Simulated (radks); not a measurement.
Removal energies from the bismuth ion Bi12+, [Xe] 4f14 5d(3/2: 3, 5/2: 0), by Delta-SCF beside the eigenvalue of the level emptied. All-electron calculation, Dirac Kohn-Sham, PBE, spin-unpolarised, spherical densities, finite nucleus; Fermi nuclear charge, rms radius of each element as measured or else 0.836 A^(1/3) + 0.57 fm. Program: a radial shooting solver on a logarithmic mesh with Libxc functionals. Sub-shells are occupied by j as written (lower j first in brackets).

| removed from | final configuration | Delta-SCF (eV) | -eigenvalue (eV) |
|---|---|---|---|
| 5d3/2 | [Xe] 4f14 5d(3/2: 2, 5/2: 0) | 230.23 | 219.31 |
| 5p3/2 | [Kr] 4d10 4f14 5s2 5p(1/2: 2, 3/2: 3) 5d(3/2: 3, 5/2: 0) | 299.68 | 287.64 |
| 5p1/2 | [Kr] 4d10 4f14 5s2 5p(1/2: 1, 3/2: 4) 5d(3/2: 3, 5/2: 0) | 328.62 | 315.77 |
| 5s1/2 | [Kr] 4d10 4f14 5s1 5p6 5d(3/2: 3, 5/2: 0) | 374.38 | 361.04 |
